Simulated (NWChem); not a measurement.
System: C3HF4 cation

Excerpt of the output:

```
             Northwest Computational Chemistry Package (NWChem) 7.3.0
             --------------------------------------------------------

                             Geometry "geometry" -> ""
                             -------------------------

 Output coordinates in angstroms (scale by  1.889725989 to convert to a.u.)

  No.       Tag          Charge          X              Y              Z
 ---- ---------------- ---------- -------------- -------------- --------------
    1 F                    9.0000     0.20708200    -2.70205000    -0.09765700
    2 C                    6.0000    -0.31487300    -1.61489500    -0.04587400
    3 C                    6.0000    -0.82555900    -0.45565400     0.00596400
    4 C                    6.0000     0.04526400     0.86698900     0.00415500
    5 F                    9.0000     1.31649300     0.54458800    -0.06046500
    6 F                    9.0000    -0.31322100     1.55985500    -1.03840400
    7 F                    9.0000    -0.21899100     1.50064700     1.11057000
    8 H                    1.0000    -1.92558500    -0.34307900     0.05829300

 Effective nuclear repulsion energy (a.u.)     311.8044116839

                              NWChem Property Module
                              ----------------------

  itol2e modified to match energy
  convergence criterion.

                                 NWChem DFT Module
                                 -----------------

 Summary of "ao basis" -> "ao basis" (spherical)
 ------------------------------------------------------------------------------
       Tag                 Description            Shells   Functions and Types
 ---------------- ------------------------------  ------  ---------------------
 F                          6-311g**                 8       18   4s3p1d
 C                          6-311g**                 8       18   4s3p1d
 H                          6-311g**                 4        6   3s1p

  itol2e modified to match energy
  convergence criterion.

[...]

          -----------------------------------------
          Chemical Shielding Tensors (GIAO, in ppm)
          -----------------------------------------

                                NWChem CPHF Module
                                ------------------

  scftype          =     RHF
  nclosed          =       27
  nopen            =        0
  variables        =     2835
  # of vectors     =        3
  tolerance        = 0.10D-03
  level shift      = 0.00D+00
  max iterations   =       50
  max subspace     =       30

 SCF residual:    1.0105346947551425E-004

Iterative solution of linear equations
  No. of variables     2835
  No. of equations        3
  Maximum subspace       30
        Iterations       50
       Convergence  1.0D-04

   iter   nsub   residual    time
   ----  ------  --------  ---------
     1      3    7.02D-01      72.2
     2      6    8.71D-02      77.6
     3      9    3.43D-03      84.2
     4     12    1.45D-04      90.2
     5     15    9.49D-06      95.8

      Atom:    1  F
        Diamagnetic
    459.8276    -12.3326     -0.6546
    -12.3326    481.9533      1.3273
     -0.6546      1.3273    452.4489

        Paramagnetic
   -221.6326    179.2355     -9.5087
    179.2355   -484.2864     -6.2453
     -9.5087     -6.2453   -545.2721

        Total Shielding Tensor
    238.1950    166.9029    -10.1633
    166.9029     -2.3331     -4.9181
    -10.1633     -4.9181    -92.8232

           isotropic =      47.6796
          anisotropy =     414.4130

          Principal Components and Axis System
                 1           2           3
              323.9549    -93.1410    -87.7753

      1         0.8898      0.0457     -0.4541
      2         0.4556     -0.0299      0.8897
      3        -0.0271      0.9985      0.0474

      Atom:    2  C
        Diamagnetic
    251.9438    -11.4705     -0.8411
    -11.4705    278.5395      1.5100
     -0.8411      1.5100    239.5211

        Paramagnetic
   -317.3599     82.2838      1.9324
     82.2838   -430.3088     -6.3877
      1.9324     -6.3877   -321.4399

        Total Shielding Tensor
    -65.4161     70.8132      1.0912
     70.8132   -151.7693     -4.8777
      1.0912     -4.8777    -81.9188

           isotropic =     -99.7014
          anisotropy =    -138.0572

          Principal Components and Axis System
                 1           2           3
             -191.7396    -81.7468    -25.6178

      1        -0.4888      0.0436      0.8713
      2         0.8713     -0.0255      0.4901
      3         0.0436      0.9987     -0.0256

      Atom:    3  C
        Diamagnetic
    260.4689     -1.9316     -0.4992
     -1.9316    278.3412      0.8151
     -0.4992      0.8151    250.0391

        Paramagnetic
   -155.7702    -48.3476      0.5191
    -48.3476    -76.1424      3.1729
      0.5191      3.1729   -115.1956

        Total Shielding Tensor
    104.6986    -50.2792      0.0199
    -50.2792    202.1988      3.9880
      0.0199      3.9880    134.8435

           isotropic =     147.2470
          anisotropy =     114.5785

          Principal Components and Axis System
                 1           2           3
              223.6327    134.7404     83.3679

      1        -0.3890      0.0443      0.9202
      2         0.9203     -0.0261      0.3904
      3         0.0412      0.9987     -0.0306

      Atom:    4  C
        Diamagnetic
    247.4803      1.1379      0.0201
      1.1379    250.6364      0.0433
      0.0201      0.0433    247.2096

[...]
```

Level: B3LYP/6-311G** (spherical d), GIAO. Coordinates come from a PBE0/def2-SVP optimisation. The output numbers the shielded atoms by their place in the input's list. The printed shielding anisotropy is the first printed principal value minus the mean of the other two.

Task: Reconstruct the input file.

Result: This is not unique; one that fits is the input that was run:
```
start job
memory heap 200 mb stack 900 mb global 1100 mb
charge 1
geometry units angstroms noautosym nocenter noautoz
  F      0.207082    -2.702050    -0.097657
  C     -0.314873    -1.614895    -0.045874
  C     -0.825559    -0.455654     0.005964
  C      0.045264     0.866989     0.004155
  F      1.316493     0.544588    -0.060465
  F     -0.313221     1.559855    -1.038404
  F     -0.218991     1.500647     1.110570
  H     -1.925585    -0.343079     0.058293
end
basis spherical
  * library 6-311g**
end
dft
  xc b3lyp
  iterations 150
end
property
  shielding 7 1 2 3 4 5 6 8
end
task dft property
```
